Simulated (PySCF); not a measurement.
thiourea (CH₄N₂S), SMILES NC(N)=S. Atoms are numbered in the order given.

```xyz
8

N     -0.0508    -1.1499     1.0486
C      0.0000     0.0000     0.3151
N      0.0508     1.1499     1.0486
S      0.0000     0.0000    -1.3526
H      0.2684    -1.1599     2.0117
H      0.0485    -2.0095     0.5235
H     -0.2684     1.1599     2.0117
H     -0.0485     2.0095     0.5235
```
Charge 0, spin multiplicity 1.

Geometry: B3LYP-D3(BJ)/def2-SVP. One conformer was computed; it need not be the lowest.

Two levels are set side by side: PBE/pcSseg-1 (PySCF) and HF/pcSseg-1 (PySCF). GIAO shifts against H2S (³³S), NH3 (¹⁵N), TMS (¹H), TMS (¹³C) at the same level; non-relativistic, no solvent, atoms listed together averaged. Differences are taken from unrounded values.

```
quantity                   HF    PBE  PBE minus HF
----------------------  -----  -----  ------------
δ(¹⁵N) of N1, N3 (ppm)  109.9  121.2          11.3
δ(¹³C) of C2 (ppm)      216.5  184.6         -32.0
δ(³³S) of S4 (ppm)      282.3  353.6          71.3
```

Rough cost on one machine, each run with all the roots and properties that it gave: HF against PBE within a factor of 2.
